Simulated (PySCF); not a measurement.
## Structure elucidation problem

The spectra below were simulated for a compound C$_{4}$H$_{3}$F$_{3}$O$_{2}$.

¹H NMR (400 MHz, computed): δ 7.16 (m, 1H), 7.00 (m, 1H), 6.27 (br s, 1H).

¹³C{¹H} NMR (computed): δ 164.9 (C), 141.6 (CH2), 139.1 (C), 130.5 (C).

Theoretical values (PySCF 2.14.0 with density-fitted response routines): coordinates at the GFN2-xTB level, PBE0/pcSseg-1 with gauge-including orbitals. Gas phase, one conformer, no relativistic terms, one averaged value for each set of equivalent atoms.

Scale: TMS for ¹H and ¹³C (reference shieldings calculated alike).

Question: What is the structure?

Answer: 
- Rings plus π bonds: 2 (no ring in the answer).
- 4 carbon signals for 4 carbons: no two carbons are equivalent.
- Carbon types of the structure: 3 × C, 1 × CH2, leaving 1 H on heteroatoms.
- δC 164.9: carboxylic acid carbon; it is a carbonyl in resonance with an O or N lone pair, the region of acids, esters and amides.
- δC 141.6: β carbon of a C=C–C=O unit; conjugation with the carbonyl draws π density from the β position.
- δC 139.1: α carbon of a C=C–C=O unit; the olefinic region.
- δC 130.5: CF3 carbon; 3 electronegative neighbours deshield it.
- δH 7.16, 7.00: hydrogen on a β carbon of a C=C–C=O unit; a vinylic proton, deshielded by the sp2 carbon and the C=C anisotropy.
- δH 6.27: hydrogen on an acid hydroxyl oxygen; exchangeable, gas-phase position.

These data were computed for 2-(trifluoromethyl)acrylic acid (SMILES C=C(C(=O)O)C(F)(F)F).

This is the structure that produced the data.

OH/NH shifts are gas-phase values; hydrogen bonding in solution moves them, usually downfield. Splittings by ¹⁹F in the carbon and heteronuclear signals aren't shown, as no couplings were computed. Shifts are as computed. Against solution values, carbons near 30 ppm lie about +3 ppm off and those near 130 ppm about +5 ppm. Of 1211 compounds with measured shifts, 218 miss one by over three times the rms of a fit or turn the order of signals round; such compounds aren't used in these exercises. The C=O carbon of an acid or of an amide with N–H lies up to 10 ppm further downfield in solution, through hydrogen bonding that the calculation lacks. No couplings were computed; multiplicities are counted from neighbouring protons, with m where these are inequivalent, close in shift, in a saturated or five-membered ring or joined by F or P, and br s for small geminal =CH2 splittings.
